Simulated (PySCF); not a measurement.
# Reading the logs of faulty runs: F2HOSi cation

Calculated results; nothing here was measured. The program is PySCF 2.14.0, an open-source quantum chemistry code, run on an isolated molecule that a program drew, which may never have been made. The molecule is F2HOSi cation (charge +1, singlet), drawn as the SMILES string `O[Si+](F)F`.

Each row is a Hartree-Fock (HF) and frozen-core CCSD(T) single point in the cc-pV(D+d)Z basis, meant for a local HF minimum. Run 1 is clean. Each other run has one planted mistake out of seven kinds, and not every kind appears here: one electron removed, one electron added, multiplicity raised by two, geometry at a saddle point, minimal basis STO-3G, one bond length entered in bohr, all coordinates scaled. The reference is restricted for singlets and unrestricted otherwise, and also for a bond in bohr. Adding or removing an electron swaps singlet and doublet. Electrons count all cores. HOMO and LUMO are orbital energies over both spins, the gradient is its largest component, and the lowest frequency (negative if imaginary) is given only where the gradient is small. Bond lengths are over the 4 bonds as drawn. T1 is the CCSD diagnostic: over 0.02 (restricted) or 0.045 (unrestricted) a single reference is doubtful.

Geometry of the clean run:
```xyz
5
F2HOSi cation, angstrom
O    -0.6997    0.0690   -1.1646
Si   -0.4724   -1.4390   -1.0167
F    -1.0220   -2.4918   -1.9885
F     0.3509   -1.9602    0.1650
H    -1.1629    0.6185   -1.7956
```

```
run  electrons  basis functions  <S^2>  HOMO (eV)  LUMO (eV)  gradient (hartree/bohr)  lowest frequency (cm^-1)  mean bond (Å)  longest bond (Å)      T1  HF (hartree)  CCSD(T) (hartree)                          mistake
  1         40               70  0.000     -23.10      -4.80                  1.3e-05                       319         1.3887             1.535  0.0145    -563.10057         -563.75985                         no fault
  2         40               70  0.508     -19.29      -7.54                  6.4e-02                         -         1.6014             1.807  0.0638    -562.93645         -563.60822  one bond length entered in bohr
  3         40               70  2.009     -13.76     -10.24                  2.1e-01                         -         1.3887             1.535  0.0515    -562.83218         -563.46181       multiplicity raised by two
  4         39               70  0.755     -31.81     -18.34                  2.2e-01                         -         1.3887             1.535  0.0227    -562.35199         -562.97256             one electron removed
  5         40               25  0.000     -19.11      -1.13                  2.4e-02                         -         1.3887             1.535  0.0194    -555.92147         -556.07057                                ?
  6         40               70  0.000     -23.83      -4.03                  1.0e-01                         -         1.2970             1.433  0.0120    -563.06000         -563.70324                                ?
```

**Which mistake was planted in run 5, and what did it cost?**

It has 25 basis functions where the clean run has 70, with the same electrons and geometry. So the mistake is: minimal basis STO-3G. Subtracting run 1 and multiplying by 627.51 kcal/mol a hartree, the energy moved by 4505.0 kcal/mol in HF and 4825.1 kcal/mol in CCSD(T).

**Which mistake was planted in run 6, and what did it cost?**

The mean and the longest bond both change by the same factor, 0.934, and the gradient is no longer small. So the mistake is: all coordinates scaled. Subtracting run 1 and multiplying by 627.51 kcal/mol a hartree, the energy moved by 25.5 kcal/mol in HF and 35.5 kcal/mol in CCSD(T).

Cautions from the logs. Run 2: T1 is over the limit, so its CCSD(T) energy is less reliable; run 3: T1 is over the limit, so its CCSD(T) energy is less reliable.
